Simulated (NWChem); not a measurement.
System: WH4F2; SMILES [F][WH4][F]

NWChem input:

```
start job
memory heap 200 mb stack 900 mb global 1100 mb
geometry units angstroms noautoz
  W      0.000000     0.000000    -0.107168
  F     -1.828575     0.000000     0.381791
  F      1.828575     0.000000     0.381791
  H      0.864387     0.000000    -1.548027
  H      0.000000    -1.459984     0.722712
  H      0.000000     1.459984     0.722712
  H     -0.864387     0.000000    -1.548027
end
basis spherical
  * library def2-svp
end
ecp
  W library def2-ecp
end
dft
  xc b3lyp
  iterations 150
  vectors input atomic output neutral.movecs
end
task dft energy
charge 1
dft
  odft
  mult 2
  vectors input atomic output cation.movecs
end
task dft energy
```

Geometry: optimised at PBE0/def2-SVP. B3LYP is NWChem's, with the RPA form of VWN correlation. def2 effective core potentials on W; no spin-orbit coupling.

Ions are spin-unrestricted doublets at the neutral geometry; other ion states weren't tried.

### Question
Give the results of this calculation. (B3LYP/def2-SVP with def2 effective core potentials on W, vertical spin-unrestricted ions.) Quantities: vertical ionisation energy, ΔSCF (eV); −ε(HOMO) (eV).

### Answer
- vertical ionisation energy, ΔSCF (eV): 10.55
- −ε(HOMO) (eV): 7.94
